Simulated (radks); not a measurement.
Values are calculated unless marked as measured or tabulated.
Ce4+, 54 electrons, occupied as [Kr] 4d9 5s2 5p6 6s1 (not the ground configuration).

Level of theory: Dirac Kohn-Sham, LDA (Slater exchange, Perdew-Wang correlation), spin-unpolarised, spherical densities, finite nucleus; open shells fill j = l - 1/2 first; Fermi nuclear charge, rms radius 4.8771 fm (a radial shooting solver on a logarithmic mesh with Libxc functionals).

Energy parts (hartree):
part                       energy
total                  -8850.6906
kinetic                 9493.7067
electron-nucleus      -21449.0209
Hartree                 3305.5983
exchange-correlation    -200.9747

Orbitals (lengths in bohr, moments of r in powers of bohr; r(90%) holds 90 % of the orbital's charge):
| orbital | occ. | eigenvalue (hartree) | <r^2> | r(90%) | <r> |
|---|---|---|---|---|---|
| 1s1/2 | 2 | -1479.271 | 0.0008221 | 0.0443 | 0.02459 |
| 2s1/2 | 2 | -238.8087 | 0.01302 | 0.163 | 0.1048 |
| 2p1/2 | 2 | -225.7095 | 0.009543 | 0.145 | 0.08799 |
| 2p3/2 | 4 | -209.3217 | 0.01080 | 0.153 | 0.09419 |
| 3s1/2 | 2 | -53.27082 | 0.08882 | 0.409 | 0.2786 |
| 3p1/2 | 2 | -47.71220 | 0.08363 | 0.403 | 0.2682 |
| 3p3/2 | 4 | -44.49112 | 0.09117 | 0.420 | 0.2804 |
| 3d3/2 | 4 | -34.73532 | 0.07457 | 0.394 | 0.2514 |
| 3d5/2 | 6 | -34.04274 | 0.07671 | 0.399 | 0.2552 |
| 4s1/2 | 2 | -12.50301 | 0.4513 | 0.908 | 0.6325 |
| 4p1/2 | 2 | -10.42451 | 0.4791 | 0.943 | 0.6492 |
| 4p3/2 | 4 | -9.70914 | 0.5184 | 0.981 | 0.6756 |
| 4d3/2 | 4 | -6.27535 | 0.6021 | 1.08 | 0.7216 |
| 4d5/2 | 5 | -6.14685 | 0.6168 | 1.09 | 0.7306 |
| 5s1/2 | 2 | -3.17771 | 2.243 | 2.01 | 1.416 |
| 5p1/2 | 2 | -2.54056 | 2.663 | 2.21 | 1.540 |
| 5p3/2 | 4 | -2.40622 | 2.876 | 2.29 | 1.601 |
| 5d3/2 | 0 | -1.48512 | 4.486 | 2.91 | 1.990 |
| 5d5/2 | 0 | -1.46708 | 4.584 | 2.94 | 2.012 |
| 6s1/2 | 1 | -1.19103 | 9.773 | 4.15 | 2.969 |
| 6p1/2 | 0 | -0.99654 | 12.00 | 4.60 | 3.287 |
| 6p3/2 | 0 | -0.96399 | 12.71 | 4.73 | 3.384 |
| 7s1/2 | 0 | -0.60603 | 30.30 | 7.22 | 5.223 |

The highest occupied level is 6s1/2 at -32.410 eV. The configuration is held as typed, so some empty levels lie below it. Summed over all electrons, <r^2> = 42.07 bohr^2, which gives a Langevin (diamagnetic) susceptibility term of -33.3 x 10^-6 cm^3/mol. The electron density at the nucleus is 3.815e+05 e/bohr^3. The density falls to 0.001 e/bohr^3 at r = 4.03 bohr.
